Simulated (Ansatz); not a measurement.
`C[SiH](S)Br` + H₂O → `O[SiH](S)Br` + CH₄ at 298.15 K and 1 bar (formal hydrolysis of the Si–C bond).

Isolated molecules relaxed with PBE0-D4/def2-TZVP in Ansatz; ΔE leaves out vibrations. CBS: MP2 limit from def2 TZ/QZ plus the TZ coupled-cluster correction, frozen cores. This one scheme is used for every species. For Br outer-core shells are correlated without core-valence functions, which leaves a few kJ/mol of doubt a bond. Scalar relativity is left out up to krypton. Each species was taken in one conformer, which may not be the lowest.

```csv
species,CCSD(T)/CBS energy (Eh),H − E (kJ/mol),S (J/(mol·K))
`C[SiH](S)Br`,-3301.32855,169.5,353.3
H₂O,-76.37941,66.4,188.7
`O[SiH](S)Br`,-3337.28286,109.5,345.0
CH₄,-40.46206,127.4,186.2
```

H − E and S are ideal-gas, rigid-rotor, harmonic terms from PBE0-D4/def2-TZVP, for one conformer and one mirror image of each species. 1 Eh = 2625.50 kJ/mol, R = 8.31446 J/(mol·K).

Problem. By hand: ΔE, ΔH, ΔS and ΔG.

Solution. ΔE = (-3337.28286) + (-40.46206) − (-3301.32855) − (-76.37941) = -0.03696 Eh = -97.0 kJ/mol. Δ(H − E) = 109.5 + 127.4 − 169.5 − 66.4 = 1.0, so ΔH = -96.0 kJ/mol. ΔS = 345.0 + 186.2 − 353.3 − 188.7 = -10.8 J/(mol·K). ΔG = -96.0 − 298.15 × (-10.8)/1000 = -92.8 kJ/mol.

Problem. By hand: the equilibrium constant, and the temperature at which ΔG would vanish if ΔH and ΔS stayed fixed.

Solution. log₁₀ K = −ΔG/(RT ln 10) = 16.3. ΔG = 0 at ΔH/ΔS = 8889 K, far beyond where these terms or the molecules hold.

The number of gas molecules stays the same, so ΔS is small and ΔH decides. A doubt of 5 kJ/mol in ΔE shifts log₁₀ K by 0.9 here. Other conformers and mirror images would add mixing entropy, several J/(mol·K) or more a flexible species. These are equilibria of isolated gas molecules and say nothing of rates. Largest T1 diagnostic: 0.010 (customary marks: 0.02 for closed shells, 0.045 for open ones).
